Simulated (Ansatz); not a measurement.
All numbers were calculated with Ansatz.

`[CH3][Ta]([F])(=[S])[Cl]` at its PBE0-D4/def2-TZVP geometry, where that method's forces vanish. Charge 0, multiplicity 1. Ta takes the def2 core potential.

```tsv
atom	x (Å)	y (Å)	z (Å)
C1	0.079	-0.746	-0.853
Ta2	-0.130	0.701	0.689
F3	-1.112	2.104	-0.038
S4	1.887	1.314	1.096
Cl5	-1.066	-0.353	2.487
H6	-0.913	-1.119	-1.135
H7	0.692	-1.586	-0.511
H8	0.563	-0.316	-1.735
```

Task: For each bond, give half the difference of the two atoms' forces along it (eV/Å; positive pushes the atoms apart) under PBE-D4, r2SCAN-D4, B3LYP-D4, ωB97M-V in def2-TZVPP. (Estimate.)

Result: The calculation gave: 
```
   bond  length (Å)  PBE-D4  r2SCAN-D4  B3LYP-D4  ωB97M-V
 C1–Ta2       2.125   -0.09      -0.03      0.13     0.09
  C1–H6       1.097    0.11      -0.02     -0.07    -0.07
  C1–H7       1.094    0.11      -0.01     -0.08    -0.05
  C1–H8       1.094    0.11      -0.02     -0.08    -0.06
 Ta2–F3       1.860    0.23       0.01      0.14     0.04
 Ta2–S4       2.147    0.48       0.30      0.26    -0.27
Ta2–Cl5       2.285   -0.02       0.03      0.14     0.15
```

B3LYP here is the variant with VWN-RPA as its local correlation; programs differ in this.
